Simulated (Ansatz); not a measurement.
Start from `CSBO[SiH3]` and change one atom or group to get `BO[SiH3]`.

Ansatz, PBE0-D4/def2-TZVP geometries, multiplicity 1. Each molecule was computed in one conformer, which needn't be the lowest.

| property | `CSBO[SiH3]` |
| --- | --- |
| HOMO–LUMO gap (B3LYP/def2-TZVPP) / eV | 6.71 |
| LUMO energy (B3LYP/def2-TZVPP) / eV | -0.40 |
| LUMO energy (PBE0/def2-TZVPP) / eV | -0.20 |
| LUMO energy (PBE/def2-TZVPP) / eV | -1.15 |
| HOMO energy (PBE0/def2-TZVPP) / eV | -7.35 |
| size of the dipole moment (PBE/def2-TZVPP) / D | 0.98 |

**Question.** Give the same properties after the change, and the shifts. (Estimate.)

**Answer.** Ansatz gave: 
```tsv
property	`BO[SiH3]`	shift
HOMO–LUMO gap (B3LYP/def2-TZVPP) / eV	7.39	0.68
LUMO energy (B3LYP/def2-TZVPP) / eV	-0.91	-0.51
LUMO energy (PBE0/def2-TZVPP) / eV	-0.65	-0.45
LUMO energy (PBE/def2-TZVPP) / eV	-1.68	-0.53
HOMO energy (PBE0/def2-TZVPP) / eV	-8.49	-1.14
size of the dipole moment (PBE/def2-TZVPP) / D	1.04	0.06
```

With PBE0 the HOMO falls by 1.14 eV and the LUMO falls by 0.45 eV, so the gap widens by about 0.69 eV. PBE moves the HOMO by -0.85 eV and ωB97M-V by -1.33 eV. The zero-point energy changes by -82.6 kJ/mol with -12 modes. Dipoles are sizes alone; their direction can turn.

B3LYP here is the variant with VWN-RPA as its local correlation; programs differ in this.
